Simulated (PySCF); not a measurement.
BI₂, SMILES I[B+]I, charge +1. The structure is a stationary point at PBE-D3(BJ)/def2-TZVP. The def2 effective core potentials stand for the cores of I; spin–orbit coupling is left out.

Computed equilibrium geometry at PBE-D3(BJ)/def2-TZVP (PySCF confirms it by a frequency run) as bond lengths and angles, and its point group:
point group D∞h.
Atoms: B1 I2 I3. Bond lengths (Å): B1–I2 1.978, B1–I3 1.978. Bond angles (°): I2–B1–I3 180.0.
Charge +1, spin multiplicity 1.
